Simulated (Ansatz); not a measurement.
Stepwise reaction of `[NH2][Hf]([NH2])([F])[Cl]` with hydrogen fluoride, as a gas-phase model of exchange steps in deposition or etching. ΔE in kJ/mol; ΔG adds harmonic PBE0-D4 terms to CCSD(T)/CBS, at 1 bar.

Calculated with Ansatz (gas phase, PBE0-D4/def2-TZVP geometries, no zero-point term in ΔE). CCSD(T)/CBS adds triple-zeta CCSD(T) − MP2 to the extrapolated MP2 energy (def2 sets, frozen cores). This one scheme is used for every species. Functionals use def2-TZVPP. B3LYP here is the variant with VWN-RPA as its local correlation; programs differ in this. def2 core potentials past Kr. For Hf outer-core shells are correlated without core-valence functions, which leaves a few kJ/mol of doubt a bond. One conformer a species, not always the lowest.

```tsv
step	reaction	PBE-D4	B3LYP-D4	ωB97M-V	CCSD(T)/CBS	ΔG(500 K)
2	`[NH2][Hf]([F])([F])[Cl]` + H–F → `[F][Hf]([F])([F])[Cl]` + NH₃	-110.1	-111.0	-110.9	-102.8	-92.3
```

Problem. Give the row of step 1, `[NH2][Hf]([NH2])([F])[Cl]` + H–F → `[NH2][Hf]([F])([F])[Cl]` + NH₃. (An estimate is asked.)

Solution. The calculation gave: 
```csv
step,reaction,PBE-D4,B3LYP-D4,ωB97M-V,CCSD(T)/CBS,ΔG(500 K)
1,`[NH2][Hf]([NH2])([F])[Cl]` + H–F → `[NH2][Hf]([F])([F])[Cl]` + NH₃,-116.9,-118.0,-118.1,-108.7,-104.8
```

Problem. By hand: ΔE of the 2 steps together at CCSD(T)/CBS.

Solution. (-108.7) + (-102.8) = -211.5 kJ/mol, or -105.8 kJ/mol a step.

In ΔE each step is higher than the one before. All are downhill at CCSD(T)/CBS. ΔG lies between -104.8 and -92.3 kJ/mol a step. PBE-D4 differs from CCSD(T)/CBS by -8.2 to -7.3 kJ/mol a step. Isolated molecules leave out the surface, adducts and barriers. Largest T1 diagnostic: 0.016.
